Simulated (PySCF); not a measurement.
## YOI: from structure and modes to constants

Level of theory: PySCF, PBE0, basis Y def2-TZVP with ECP28, O def2-TZVP, I def2-TZVP with ECP28 (scalar-relativistic core potentials, no spin–orbit coupling, density fitting).

The singlet minimum has Cs symmetry. Masses (u): Y 88.90585, O 15.99492, I 126.90447.

```xyz
3
charge 0 multiplicity 1, angstrom
Y    -1.2452    0.0000   -0.8726
O    -2.8403    0.0000   -0.0581
I     1.2296    0.0000    0.6182
```

Harmonic wavenumbers (cm⁻¹): 96.8 (a', ×1), 198.0 (a', ×1), 882.0 (a', ×1).

Task: Find the principal moments of inertia and the rotational constants. What kind of rotor is it?

Result: About the centre of mass I = 27.448, 547.57, 575.02 u Å². With B = 16.8576/I this gives 0.6142, 0.03079, 0.02932 cm⁻¹. The molecule is an asymmetric top with κ = -0.99.

Task: Find the vibrational entropy and heat capacity at 298.15 K.

Result: With u = 1.43878 ω/T, each mode gives S = R[u/(eᵘ−1) − ln(1−e⁻ᵘ)] and C = R u² eᵘ/(eᵘ−1)².
```tsv
ω (cm⁻¹)	u	S (J/(mol K))	C (J/(mol K))
96.8	0.467	14.72	8.16
198.0	0.955	9.00	7.71
882.0	4.256	0.63	2.20
```
The sums over all modes are S = 24.4 and C = 18.1 J/(mol K); the softest mode gives 60 % of the entropy.

Only a few start shapes were tried, so a lower isomer may exist.
